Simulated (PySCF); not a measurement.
# Spin-rotation constants: `B1C=CBC(C2CC2)=C1`, C₇H₁₀B₂

Geometry (Å), atoms numbered from 1 in this order:
```xyz
19

B     2.364    0.555   -1.069
C     2.907   -0.180    0.192
C     2.061   -0.706    1.098
B     0.564   -0.321    1.042
C    -0.030    0.184   -0.313
C    -1.478    0.215   -0.588
C    -2.385   -0.844   -0.008
C    -2.476    0.554    0.495
C     0.838    0.704   -1.217
H     3.088    0.869   -1.937
H     3.975   -0.338    0.322
H     2.465   -1.275    1.931
H    -0.044   -0.253    2.043
H    -1.734    0.569   -1.582
H    -1.933   -1.586    0.632
H    -3.180   -1.226   -0.630
H    -3.330    1.152    0.213
H    -2.098    0.772    1.481
H     0.417    1.163   -2.110
```

Method: GIAO BHandHLYP/pcSseg-1 magnetisability, rotational g tensor and spin-rotation constants, non-relativistic, gas phase in PySCF. Geometry: GFN2-xTB.

Q: Give the nuclear spin-rotation constants along the inertial axes (H = +C I·J) beside the isotropic shieldings.

A: Rotational constants 3.9642, 1.0650, 0.9016 GHz. A star marks the isotopologue with that one atom substituted, in its own axes.
```tsv
atom	isotope	Caa (kHz)	Cbb (kHz)	Ccc (kHz)	mean (kHz)	σ (ppm)
B1	11B	1.506	0.423	0.139	0.689	44.6
B4	11B	1.460	0.402	0.204	0.689	37.3
H10	1H	-0.072	0.028	-0.093	-0.045	25.9
H11	1H	0.483	-0.101	-0.105	0.092	24.6
H12	1H	-0.266	0.101	-0.103	-0.089	24.4
H13	1H	-0.174	0.007	-0.056	-0.074	25.8
H14	1H	-0.352	0.011	-0.106	-0.149	30.4
H15	1H	-0.336	-0.033	-0.092	-0.154	31.5
H16	1H	-0.178	-0.110	-0.055	-0.114	31.0
H17	1H	-0.123	-0.095	-0.080	-0.100	31.0
H18	1H	-0.348	-0.065	-0.053	-0.156	31.0
H19	1H	-0.256	0.103	-0.112	-0.088	24.9
C2	13C*	2.155	0.456	0.116	0.909	20.8
C3	13C*	1.800	0.548	0.139	0.829	15.2
C5	13C*	2.268	0.548	0.144	0.987	-9.5
C6	13C*	0.517	0.169	0.147	0.278	162.6
C7	13C*	0.401	0.114	0.147	0.221	179.9
C9	13C*	1.628	0.516	0.136	0.760	33.0
```
For the geometry as given, no vibrational averaging.
